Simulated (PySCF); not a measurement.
CH4OZn, charge +1, doublet, at a GFN2-xTB geometry (such geometries of metal compounds can be far from the true shape) (a state made from the parent by changing its charge; the spin is typed, not shown lowest); PBE/def2-SV(P) in PySCF.

Here is a job for PySCF.
```python
from pyscf import gto, scf, dft

mol = gto.M(
    atom='''
Zn   -0.01607811    0.02327576    0.23724981
C    -0.17205624    1.60158829   -1.11531859
H    -0.94121999    2.27474960   -0.73755294
H    -0.45181182    1.03996775   -2.01019343
H     0.82839982    2.03582431   -1.14030436
O     0.22773997   -1.68299884    0.29322262
H     0.25739310   -2.19435339    1.11668716
''',
    basis='def2-sv(p)',
    charge=1,
    spin=1,
    verbose=4,
)

mf = dft.UKS(mol)
mf.xc = 'pbe'
mf.init_guess = '1e'
mf = mf.newton()
mf.kernel()
```

The log (banner, timings and long lists left out):

```
PySCF version 2.14.0

[INPUT] verbose = 4
[INPUT] num. atoms = 7
[INPUT] num. electrons = 47
[INPUT] charge = 1
[INPUT] spin (= nelec alpha-beta = 2S) = 1
[INPUT] symmetry False subgroup None
[INPUT] Mole.unit = angstrom
[INPUT] Symbol           X                Y                Z      unit          X                Y                Z       unit  Magmom
[INPUT]  1 Zn    -0.016078110000   0.023275760000   0.237249810000 AA   -0.030383224501   0.043984811741   0.448337164005 Bohr   0.0
[INPUT]  2 C     -0.172056240000   1.601588290000  -1.115318590000 AA   -0.325139171622   3.026563232410  -2.107646676736 Bohr   0.0
[INPUT]  3 H     -0.941219990000   2.274749600000  -0.737552940000 AA   -1.778648004066   4.298653745964  -1.393773058968 Bohr   0.0
[INPUT]  4 H     -0.451811820000   1.039967750000  -2.010193430000 AA   -0.853800599641   1.965254225880  -3.798715040100 Bohr   0.0
[INPUT]  5 H      0.828399820000   2.035824310000  -1.140304360000 AA    1.565448781439   3.847150383632  -2.154862939047 Bohr   0.0
[INPUT]  6 O      0.227739970000  -1.682998840000   0.293222620000 AA    0.430366170917  -3.180406875561   0.554110445327 Bohr   0.0
[INPUT]  7 H      0.257393100000  -2.194353390000   1.116687160000 AA    0.486402465353  -4.146726927611   2.110232899218 Bohr   0.0

nuclear repulsion = 169.78000154522
number of shells = 30
number of NR pGTOs = 130
number of NR cGTOs = 60
basis = def2-sv(p)
ecp = {}

******** <class 'pyscf.soscf.newton_ah.SecondOrderUKS'> ********
method = SecondOrderUKS
initial guess = 1e
damping factor = 0
level_shift factor = 0
DIIS = <class 'pyscf.scf.diis.CDIIS'>
diis_start_cycle = 1
diis_space = 8
diis_damp = 0
SCF conv_tol = 1e-09
SCF conv_tol_grad = None
SCF max_cycles = 50
direct_scf = True
direct_scf_tol = 1e-13
number electrons alpha = 24  beta = 23
XC library pyscf.dft.libxc version 7.1.2
    S. Lehtola, C. Steigemann, M. J. T. Oliveira, and M. A. L. Marques,  SoftwareX 7, 1–5 (2018)
XC functionals = pbe
    J. P. Perdew, K. Burke, and M. Ernzerhof,  Phys. Rev. Lett. 77, 3865 (1996)
    J. P. Perdew, K. Burke, and M. Ernzerhof,  Phys. Rev. Lett. 78, 1396 (1997)
    J. P. Perdew, K. Burke, and M. Ernzerhof,  Phys. Rev. Lett. 77, 3865 (1996)
    J. P. Perdew, K. Burke, and M. Ernzerhof,  Phys. Rev. Lett. 78, 1396 (1997)
radial grids:
    Treutler-Ahlrichs [JCP 102, 346 (1995); DOI:10.1063/1.469408] (M4) radial grids

becke partition: Becke, JCP 88, 2547 (1988); DOI:10.1063/1.454033
pruning grids: <function nwchem_prune>
grids dens level: 3
symmetrized grids: False
atomic radii adjust function: <function treutler_atomic_radii_adjust>
small_rho_cutoff = 0
******** <class 'pyscf.dft.uks.UKS'> Newton solver flags ********
SCF tol = 1e-09
conv_tol_grad = None
max. SCF cycles = 50
direct_scf = True
direct_scf_tol = 1e-13
max_cycle_inner = 12
max_stepsize = 0.05
ah_start_tol = 1e+09
ah_level_shift = 0
ah_conv_tol = 1e-12
ah_lindep = 1e-14
ah_start_cycle = 1
ah_max_cycle = 40
ah_grad_trust_region = 2.5
kf_interval = 4
kf_trust_region = 5
canonicalization = True
Set conv_tol_grad to 3.16228e-05
Initial guess from hcore.

tot grids = 88072

Initial guess E= -1678.6101228442  |g|= 7.14738
macro= 0  E= -1685.18544165335  delta_E= -6.57532  |g|= 9.77093  3 KF 15 JK
macro= 1  E= -1695.0702270922  delta_E= -9.88479  |g|= 13.7661  3 KF 15 JK
macro= 2  E= -1720.20832520567  delta_E= -25.1381  |g|= 19.7973  3 KF 15 JK
macro= 3  E= -1807.28166287162  delta_E= -87.0733  |g|= 22.465  3 KF 15 JK
macro= 4  E= -1867.55789642709  delta_E= -60.2762  |g|= 10.5662  3 KF 15 JK
macro= 5  E= -1881.57966030495  delta_E= -14.0218  |g|= 5.0196  3 KF 15 JK
macro= 6  E= -1886.15406535884  delta_E= -4.57441  |g|= 3.09635  3 KF 15 JK
macro= 7  E= -1891.97281437288  delta_E= -5.81875  |g|= 1.14435  3 KF 15 JK
macro= 8  E= -1893.74009555902  delta_E= -1.76728  |g|= 0.468731  3 KF 16 JK
macro= 9  E= -1893.88560977614  delta_E= -0.145514  |g|= 0.171833  3 KF 18 JK
macro= 10  E= -1893.94439442815  delta_E= -0.0587847  |g|= 0.21551  4 KF 19 JK
macro= 11  E= -1893.95199353851  delta_E= -0.00759911  |g|= 0.0888179  3 KF 19 JK
macro= 12  E= -1893.97960686911  delta_E= -0.0276133  |g|= 0.13445  4 KF 20 JK
macro= 13  E= -1893.99430561917  delta_E= -0.0146988  |g|= 0.102768  4 KF 20 JK
macro= 14  E= -1894.00124132288  delta_E= -0.0069357  |g|= 0.0173097  3 KF 23 JK
macro= 15  E= -1894.00172000068  delta_E= -0.000478678  |g|= 0.00596527  3 KF 25 JK
macro= 16  E= -1894.00173391751  delta_E= -1.39168e-05  |g|= 0.000613233  3 KF 29 JK
macro= 17  E= -1894.00173393227  delta_E= -1.47538e-08  |g|= 3.2887e-05  2 KF 25 JK
macro= 18  E= -1894.00173393227  delta_E= -7.27596e-12  |g|= 1.03975e-05  1 KF 2 JK
Canonicalize SCF orbitals
macro X = 19  E=-1894.00173393227  |g|= 1.03975e-05  total 58 KF 356 JK
converged SCF energy = -1894.00173393227  <S^2> = 0.75723822  2S+1 = 2.0072252
```
